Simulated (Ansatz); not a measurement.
`[SiH3][GeH2][SiH2][SiH2][GeH3]` + `[NH2][AlH2]` → `[AlH2][NH][SiH2][GeH3]` + `[SiH3][GeH2][SiH3]`  (cleavage of the Si–Si bond)

Calculated with Ansatz (gas phase, PBE0-D4/def2-TZVP geometries, no zero-point term in ΔE). CCSD(T)/CBS adds triple-zeta CCSD(T) − MP2 to the extrapolated MP2 energy (def2 sets, frozen cores). This one scheme is used for every species. DFT in def2-TZVPP. B3LYP here is the variant with VWN-RPA as its local correlation; programs differ in this. For Ge outer-core shells are correlated without core-valence functions, which leaves a few kJ/mol of doubt a bond. Scalar relativity is left out up to krypton. One conformer a species, not always the lowest.

CCSD(T)/CBS gives -7.2 kcal/mol.

(1) Another level gave -9.7 kcal/mol. Which?
A. PBE/def2-TZVPP
B. ωB97M-V/def2-TZVPP
C. B3LYP/def2-TZVPP
D. r2SCANh-D4/def2-TZVPP

Largest T1 diagnostic among the species: 0.013.

## Answers

(1) C. B3LYP -9.7, r2SCANh-D4 -6.4, PBE -4.7, ωB97M-V -8.2 kcal/mol.

In def2-TZVPP, CCSD(T) changes the Hartree–Fock value by +6.3 kcal/mol (the triples alone add +0.9 kcal/mol) and MP2 by +5.6 kcal/mol. Leaving LDA and LC-ωPBE aside and taking each functional with its dispersion term where it has one, the values, not all of them listed here, spread over 6.2 kcal/mol, from B2PLYP to PBE-D4.
